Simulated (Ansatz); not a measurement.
Gas-phase reaction in SMILES: F[C](Cl)Cl -> F[C-](Cl)Cl (an electron is taken up)
Each molecule is optimised on its own at B3LYP-D3(BJ)/def2-TZVP (Ansatz, a program for electronic structure).

Quantity: adiabatic electron affinity (electronic energy difference), positive where the reaction releases energy, in eV. Cores are frozen in the correlated levels unless marked. Open shells are spin-unrestricted. No spin-orbit coupling. No relativistic terms. Anions need diffuse functions: aug- sets have them; def2-D sets add few; the other sets have none. CBS marks a two-point X^-3 extrapolation of the correlation energy; Hartree-Fock from the larger set. [CCSD(T)-MP2]/basis is that difference in the basis named.

RI-MP2/CBS(aug-cc-pV(T+d)Z,aug-cc-pV(Q+d)Z)+[CCSD(T)-MP2]/aug-cc-pV(D+d)Z (Ansatz) gives 2.05 eV.

Task: Another calculation gave 1.70 eV. Which level was it?
(A) BHLYP/def2-TZVPD (Ansatz)
(B) revPBE/def2-TZVPD (Ansatz)
(C) wB97X-V/def2-TZVPD (Ansatz)
(D) BLYP/def2-TZVPD (Ansatz)

Result: A, BHLYP/def2-TZVPD (Ansatz). The others give 2.00 (revPBE), 2.12 (BLYP), 1.83 (wB97X-V) eV.
